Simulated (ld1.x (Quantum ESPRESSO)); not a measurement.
## Before and after: ultrasoft potential for nickel

* Element: nickel (Ni)
* Generator: ld1.x (Quantum ESPRESSO) 7.5
* Type: ultrasoft
* Functional: PBE
* Relativity: scalar-relativistic
* Frozen core: [Ar]
* Valence charge: 10
* Reference configuration: 3d8.5 4s1.5 4p0
* Partial waves: 4s (bound): rcut 1.95, rcutus 2.60 bohr; 4s channel at 0.35 Ry: rcut 1.95, rcutus 2.60 bohr; 4p (bound, empty): rcut 1.95, rcutus 2.60 bohr; 4p channel at 1 Ry: rcut 1.95, rcutus 2.60 bohr; 3d (bound): rcut 0.85, rcutus 1.05 bohr; 3d channel at 0.05 Ry: rcut 0.85, rcutus 1.05 bohr
* Local potential: all-electron potential smoothed inside 1.30 bohr (lloc = -2)
* Core correction: Bessel-smoothed model core, default radius (core density twice the valence density)
* Augmentation charge: PSQ, inside the norm-conserving radii

Change: waves 4s (bound): rcut 1.90, rcutus 2.02 bohr; 4s channel at 0.35 Ry: rcut 1.90, rcutus 2.02 bohr.

Cutoffs: the cutoffs (Ry, on a coarse ladder) from which the occupation-weighted sum of valence levels, in a spherical-Bessel basis at the reference potential, stays within 10 and 1 mRy of its value at 400 Ry; they do not see the model core or the augmentation charge, which bear on the density cutoff. Errors are all-electron minus pseudo energies relative to the spin-unpolarised reference configuration.

Question: How do hardness, ghosts and transferability respond?

Answer: The potential gets neither clearly harder nor softer (140 Ry and 200 Ry → 140 Ry and 200 Ry); of the 7 tests that both files solve, the error grows in 4 and shrinks in 2 by more than 15 % and 0.3 meV (median size 21.3 → 23.8 meV); neither file shows a bound ghost.

```tsv
quantity	base	changed
cutoff, loose	140 Ry	140 Ry
cutoff, tight	200 Ry	200 Ry
bound ghosts	none	none
error for 3d8 4s2 4p0, meV [ΔE 1.18 eV]	-28	-21
error for 3d8 4s1 4p0, meV [ΔE 10.51 eV]	-13	-17
error for 3d8 4s0 4p0, meV [ΔE 27.86 eV]	-21	-25
error for 3d6 4s0 4p0, meV [ΔE 122.88 eV]	-1268	-1447
error for 3d8 4s1 4p1, meV [ΔE 5.78 eV]	-17	-23
error for 3d9 4s0 4p0, meV [ΔE 7.50 eV]	-66	-36
error for 3d8 4s0 4p1, meV [ΔE 16.19 eV]	-14	-24
s: phases at 2.85 bohr within 0.05 rad from the reference energy up to (Ry; the scan ends near 5)	2.2	2.7
p: phases at 2.85 bohr within 0.05 rad from the reference energy up to (Ry; the scan ends near 5)	3.7	3.7
d: phases at 2.85 bohr within 0.05 rad from the reference energy up to (Ry; the scan ends near 5)	to the end of the scan	to the end of the scan
lowest overlap eigenvalue by channel	s 0.31, p 0.59, d 0.96	s 0.44, p 0.59, d 0.96
```
